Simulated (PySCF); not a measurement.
## Electron correlation in Zr²⁺ (zirconium, charge +2)

[Kr] 4d2, high-spin 3F determinant. Computed with PySCF 2.14 in def2-QZVPPD with the def2 core potential (28 electrons), with scalar relativity through the core potential. Frozen: nothing; 10 electrons correlated.

```tsv
level	correlation energy (mhartree)
CCSD	-254.96
(T)	-5.79
CCSD(T)	-260.75
```

Diagnostics: T1 = 0.0044, D1 = 0.0104, largest double amplitude 0.022.

Cost of the coupled-cluster step: of the order of 29 core-seconds, for 10 correlated electrons.

The basis has no tight functions for the innermost shells, so their pair energies are far from complete.

This basis was not built for core-valence correlation, so the inner-shell part is incomplete.
